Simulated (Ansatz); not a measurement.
The cluster Be₃O₃. Charge 0, multiplicity 1. Geometry r2SCAN-D4/def2-SVP, basis def2-TZVP, Ansatz.

```xyz
6

Be   -0.814    0.051   -0.999
Be    0.793   -1.008    0.136
Be    0.021    0.958    0.864
O     1.011   -0.063    1.243
O    -0.985    1.254   -0.169
O    -0.026   -1.191   -1.074
```

| run | HOMO (eV) | LUMO (eV) |
| --- | --- | --- |
| A | -7.01 | -2.26 |
| B | -6.90 | -2.27 |
| C | -7.28 | -2.45 |
| D | -11.42 | 0.35 |
| E | -12.40 | 0.74 |
| F | -7.30 | -1.72 |

LC-ωPBE has ω = 0.4 bohr⁻¹. The structure comes from a short search, and lower isomers may exist.

Question: The runs used BLYP, HF, LC-ωPBE, LDA (SPW92), PBE, r2SCAN. Estimate which is which.

Answer: A PBE (0 % exact exchange); B BLYP (0 % exact exchange); C LDA (SPW92) (0 % exact exchange); D LC-ωPBE (range-separated); E HF (100 % exact exchange); F r2SCAN (0 % exact exchange). Exact exchange lowers occupied and raises empty levels; among semilocal functionals meta-GGAs tend to open the gap a little, and such runs are hard to tell apart. The gap grows from 4.63 eV (BLYP) to 13.14 eV (HF).
